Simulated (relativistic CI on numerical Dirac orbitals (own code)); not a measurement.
## Hyperfine structure of Br8+, mass number 79

Computed by Dirac-Coulomb-Breit CI, orbitals from a KLI potential per configuration, model QED (radiative potential, 1s self-energy scaled to tabulated hydrogen-like ionisation energies), unscaled Slater integrals (own radial code, finite nucleus).

Configurations in the expansion (outside the closed core [Ne]): 3s2 3p6 3d9, 3s2 3p5 3d10, 3s2 3p6 3d8 4s, 3s2 3p6 3d8 4p, 3s 3p6 3d10, 3s2 3p6 3d7 4s2, 3s2 3p6 3d8 4d, 3s2 3p6 3d7 4s 4p, 3s2 3p6 3d8 5s, 3s2 3p6 3d7 4p2, 3s2 3p6 3d8 4f, 3s2 3p6 3d8 5p, 3s2 3p6 3d7 4s 4d, 3s2 3p6 3d8 5d, 3s2 3p6 3d7 4p 4d, 3s2 3p6 3d8 5f. Levels of other configurations are missing.

Nuclear spin I = 3/2, μ = 2.1046 μN, Q = 0.3087 b (tables of Stone and Pyykkö). The electronic factors are computed for point nuclear moments, without core polarisation or the Bohr-Weisskopf and QED corrections.

```json
{"Level": "3s2 3p6 3d9 2D_5/2", "E (cm⁻¹)": "0", "A (MHz)": "2287", "B (MHz)": "-1020"}
{"Level": "3s2 3p6 3d9 2D_3/2", "E (cm⁻¹)": "8527", "A (MHz)": "5440", "B (MHz)": "-734"}
{"Level": "3s2 3p6 3d8 4s 4F_9/2", "E (cm⁻¹)": "645302", "A (MHz)": "8277", "B (MHz)": "-540"}
{"Level": "3s2 3p6 3d8 4s 4F_7/2", "E (cm⁻¹)": "649607", "A (MHz)": "1871", "B (MHz)": "-379"}
{"Level": "3s2 3p6 3d8 4s 4F_5/2", "E (cm⁻¹)": "654316", "A (MHz)": "844.1", "B (MHz)": "-233"}
{"Level": "3s2 3p6 3d8 4s 4F_3/2", "E (cm⁻¹)": "657060", "A (MHz)": "-5395", "B (MHz)": "-220"}
{"Level": "3s2 3p6 3d8 4s 2F_7/2", "E (cm⁻¹)": "658864", "A (MHz)": "5481", "B (MHz)": "-511"}
{"Level": "3s2 3p6 3d8 4s 2F_5/2", "E (cm⁻¹)": "665524", "A (MHz)": "9717", "B (MHz)": "-382"}
```

Levels with J = 0, under 50 % of one LS term, or S terms without an open s electron are left out. Small factors come from cancelling terms and can be off by tens of per cent or more.

At this charge configurations can still be misplaced by up to about 7 % of their energy.

(1) Give the hyperfine levels of 3s2 3p6 3d9 2D_5/2 relative to its centre of gravity.

Answers

(1) With K = F(F + 1) − I(I + 1) − J(J + 1), E = AK/2 + B[¾K(K + 1) − I(I + 1)J(J + 1)]/[2I(2I − 1)J(2J − 1)]: F = 1: -12720, F = 2: -7331, F = 3: -13.33, F = 4: 8322 MHz.

LS names give the leading component of a level, which can be under half, so a name can repeat, a term be missing and a line seem to break the LS rules.
